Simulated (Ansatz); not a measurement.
Steps of a relaxation of CH$_{5}$ClFNSi$_{2}$, SMILES `F/C(=N\[SiH3])[SiH2]Cl` with RKS PBE-D4/def2-SVP.

```sh
$ ansatz run in.yaml --threads 4 --pin off --events-out ev --progress --plain --max-ram 10444MiB
```

```yaml
crystal:
  periodic: [false, false, false]
  atoms:
    - {symbol: F, position_ang: [0.018100, 1.232900, 0.854300]}
    - {symbol: C, position_ang: [0.129700, 0.351900, -0.118500]}
    - {symbol: N, position_ang: [-0.172500, -0.890600, 0.079100]}
    - {symbol: Si, position_ang: [-0.664800, -1.300800, 1.663200]}
    - {symbol: Si, position_ang: [0.787400, 0.927000, -1.800800]}
    - {symbol: Cl, position_ang: [-0.288300, 2.574400, -2.447000]}
    - {symbol: H, position_ang: [-1.974600, -0.570900, 1.904900]}
    - {symbol: H, position_ang: [-0.944000, -2.754600, 1.694100]}
    - {symbol: H, position_ang: [0.291500, -0.924400, 2.711100]}
    - {symbol: H, position_ang: [2.205800, 1.388400, -1.679200]}
    - {symbol: H, position_ang: [0.677200, -0.090400, -2.840600]}
basis:
  gaussian: {orbitals: def2-SVP}
hamiltonian: {xc: pbe, dispersion: d4}
relax: {f_tol: 0.03, max_steps: 200}
```

Positions (Å) and forces (eV/Å) along the path, 12 of 42 steps:

```xyz
11
step=1 energy=-33572.1816 eV
F     0.018    1.233    0.854    0.039    1.594    1.068
C     0.130    0.352   -0.118   -0.316   -3.043   -1.078
N    -0.172   -0.891    0.079    1.254    2.151   -1.868
Si   -0.665   -1.301    1.663   -1.693   -0.622    1.313
Si    0.787    0.927   -1.801    0.236    0.815   -0.024
Cl   -0.288    2.574   -2.447   -0.198    0.201    0.013
H    -1.975   -0.571    1.905    0.133   -0.128    0.133
H    -0.944   -2.755    1.694    0.037   -0.349    0.095
H     0.291   -0.924    2.711    0.518    0.131    0.424
H     2.206    1.388   -1.679    0.111   -0.088    0.174
H     0.677   -0.090   -2.841   -0.121   -0.661   -0.250
11
step=5 energy=-33572.4976 eV
F     0.029    1.422    0.752    0.019    0.067   -0.056
C     0.149    0.394   -0.164   -0.001   -0.088    0.088
N    -0.133   -0.798    0.124   -0.046   -0.012    0.070
Si   -0.733   -1.343    1.719    0.082   -0.002   -0.079
Si    0.818    0.966   -1.859   -0.025   -0.010   -0.001
Cl   -0.276    2.620   -2.472    0.005    0.020   -0.030
H    -2.046   -0.678    2.023   -0.003   -0.010    0.007
H    -0.921   -2.829    1.648    0.001    0.034   -0.004
H     0.275   -1.014    2.789   -0.033   -0.017   -0.014
H     2.257    1.362   -1.711    0.000   -0.002    0.012
H     0.646   -0.159   -2.829    0.001    0.021    0.007
11
step=7 energy=-33572.5003 eV
F     0.059    1.451    0.731   -0.012   -0.003    0.027
C     0.148    0.400   -0.164    0.025    0.075   -0.042
N    -0.150   -0.781    0.139   -0.037   -0.068    0.078
Si   -0.734   -1.349    1.726    0.018    0.008   -0.060
Si    0.814    0.965   -1.863   -0.014   -0.002    0.025
Cl   -0.274    2.616   -2.497   -0.001    0.006   -0.017
H    -2.050   -0.698    2.048   -0.007    0.005    0.005
H    -0.921   -2.832    1.631    0.006   -0.006    0.002
H     0.271   -1.035    2.799    0.003   -0.004    0.006
H     2.248    1.367   -1.697    0.022   -0.001   -0.007
H     0.655   -0.160   -2.832   -0.003   -0.010   -0.017
11
step=13 energy=-33572.5026 eV
F    -0.116    1.519    0.704    0.003   -0.069   -0.055
C     0.086    0.459   -0.158   -0.004   -0.070    0.054
N    -0.126   -0.739    0.164    0.010    0.113    0.008
Si   -0.703   -1.362    1.729    0.002    0.002   -0.020
Si    0.804    0.959   -1.857   -0.011    0.053   -0.023
Cl   -0.118    2.696   -2.537    0.032   -0.045    0.022
H    -2.044   -0.771    2.066    0.005   -0.001    0.000
H    -0.830   -2.849    1.600    0.003    0.014    0.004
H     0.290   -1.034    2.810   -0.004   -0.001   -0.004
H     2.274    1.225   -1.688   -0.046   -0.014   -0.001
H     0.547   -0.162   -2.813    0.009    0.019    0.014
11
step=16 energy=-33572.5045 eV
F    -0.274    1.519    0.645    0.003   -0.052    0.005
C     0.044    0.457   -0.172   -0.029   -0.092    0.000
N    -0.090   -0.746    0.173    0.029    0.168   -0.017
Si   -0.675   -1.361    1.737   -0.015   -0.010    0.018
Si    0.797    0.957   -1.857    0.011    0.028   -0.034
Cl    0.001    2.770   -2.498    0.043   -0.068    0.031
H    -2.031   -0.795    2.060    0.007   -0.006   -0.002
H    -0.768   -2.852    1.629    0.000    0.007   -0.002
H     0.303   -0.997    2.820   -0.001    0.000   -0.006
H     2.281    1.108   -1.667   -0.055    0.006   -0.015
H     0.477   -0.117   -2.849    0.006    0.020    0.024
11
step=26 energy=-33572.5112 eV
F    -0.770    1.497    0.437    0.020   -0.036   -0.024
C    -0.064    0.504   -0.194    0.006   -0.002    0.010
N     0.058   -0.662    0.262   -0.025    0.032    0.018
Si   -0.589   -1.351    1.767    0.009    0.001   -0.008
Si    0.780    0.944   -1.852   -0.005    0.011    0.002
Cl    0.418    2.920   -2.382    0.002   -0.005    0.002
H    -2.002   -0.912    2.038   -0.002   -0.001   -0.001
H    -0.546   -2.842    1.630   -0.001    0.000   -0.001
H     0.304   -0.925    2.898    0.002   -0.001   -0.001
H     2.253    0.735   -1.681   -0.005    0.000    0.002
H     0.221    0.035   -2.902    0.000    0.000    0.001
11
step=31 energy=-33572.5118 eV
F    -0.935    1.457    0.310    0.005   -0.034    0.012
C    -0.099    0.505   -0.214    0.012   -0.021    0.009
N     0.094   -0.623    0.309   -0.014    0.057   -0.022
Si   -0.567   -1.343    1.788   -0.014   -0.007    0.027
Si    0.786    0.944   -1.850    0.011    0.004   -0.019
Cl    0.495    2.940   -2.349    0.000   -0.009    0.000
H    -1.968   -0.889    2.102    0.015   -0.004   -0.002
H    -0.555   -2.831    1.600   -0.002    0.014   -0.001
H     0.355   -0.973    2.916   -0.007   -0.005   -0.012
H     2.248    0.680   -1.664   -0.009    0.002    0.003
H     0.210    0.075   -2.926    0.003    0.003    0.006
11
step=33 energy=-33572.5124 eV
F    -0.961    1.442    0.298    0.015   -0.009   -0.009
C    -0.106    0.502   -0.218   -0.011    0.026   -0.012
N     0.097   -0.621    0.309   -0.005   -0.004    0.035
Si   -0.567   -1.341    1.789    0.008   -0.011   -0.007
Si    0.792    0.948   -1.847   -0.009   -0.013    0.013
Cl    0.461    2.929   -2.376    0.001   -0.003    0.003
H    -1.943   -0.840    2.142    0.026   -0.011   -0.002
H    -0.612   -2.824    1.571   -0.004    0.028    0.011
H     0.395   -1.025    2.903   -0.023   -0.010   -0.027
H     2.256    0.720   -1.632   -0.002    0.006   -0.004
H     0.253    0.052   -2.919    0.005    0.000   -0.001
11
step=34 energy=-33572.5125 eV
F    -0.994    1.430    0.274    0.044   -0.030   -0.019
C    -0.112    0.503   -0.221   -0.036    0.005   -0.017
N     0.104   -0.613    0.316   -0.021    0.020    0.037
Si   -0.565   -1.338    1.792    0.016   -0.017    0.024
Si    0.796    0.949   -1.845    0.010    0.001    0.029
Cl    0.447    2.924   -2.385   -0.005   -0.007   -0.005
H    -1.922   -0.807    2.176    0.046   -0.020   -0.012
H    -0.652   -2.819    1.552    0.000    0.056    0.009
H     0.423   -1.066    2.896   -0.044   -0.016   -0.047
H     2.261    0.742   -1.615   -0.010   -0.001   -0.006
H     0.280    0.039   -2.919    0.001    0.008    0.007
11
step=39 energy=-33572.5147 eV
F    -1.031    1.430    0.237    0.010   -0.016   -0.006
C    -0.129    0.510   -0.228   -0.013    0.008    0.020
N     0.100   -0.592    0.331   -0.002    0.016   -0.008
Si   -0.563   -1.337    1.795   -0.011   -0.024    0.033
Si    0.809    0.952   -1.833    0.012    0.015   -0.044
Cl    0.358    2.882   -2.462    0.007   -0.027    0.010
H    -1.849   -0.722    2.282    0.015   -0.005   -0.004
H    -0.788   -2.787    1.481    0.004    0.022    0.001
H     0.494   -1.214    2.857   -0.012   -0.002   -0.020
H     2.276    0.846   -1.549   -0.018    0.002    0.000
H     0.388   -0.024   -2.890    0.007    0.011    0.018
11
step=41 energy=-33572.5155 eV
F    -1.054    1.431    0.219   -0.003    0.002    0.002
C    -0.140    0.517   -0.230   -0.009   -0.005    0.002
N     0.093   -0.579    0.339    0.010    0.011   -0.009
Si   -0.562   -1.338    1.797   -0.012   -0.023    0.036
Si    0.815    0.955   -1.827    0.029    0.019   -0.044
Cl    0.318    2.853   -2.513   -0.002   -0.025    0.014
H    -1.804   -0.682    2.346    0.028   -0.012   -0.009
H    -0.864   -2.765    1.442    0.007    0.033    0.008
H     0.532   -1.298    2.828   -0.029   -0.002   -0.030
H     2.279    0.909   -1.512   -0.025   -0.009    0.003
H     0.452   -0.059   -2.870    0.005    0.012    0.026
11
step=42 energy=-33572.5157 eV
F    -1.057    1.430    0.217    0.003   -0.003   -0.001
C    -0.141    0.518   -0.232   -0.009    0.004    0.000
N     0.093   -0.578    0.337    0.004    0.001    0.003
Si   -0.562   -1.337    1.796   -0.010   -0.012    0.019
Si    0.816    0.956   -1.827    0.009    0.006   -0.011
Cl    0.316    2.852   -2.513    0.001   -0.013    0.004
H    -1.799   -0.681    2.349    0.008    0.002   -0.004
H    -0.868   -2.763    1.442    0.004    0.010   -0.003
H     0.533   -1.302    2.825   -0.004    0.000   -0.012
H     2.278    0.909   -1.508   -0.008    0.001    0.000
H     0.455   -0.061   -2.867    0.001    0.006    0.006
```

Hardware: 4 threads of an Intel Xeon 6975P-C on a shared host. Wall time 32 s, peak host memory 0.2 GiB.
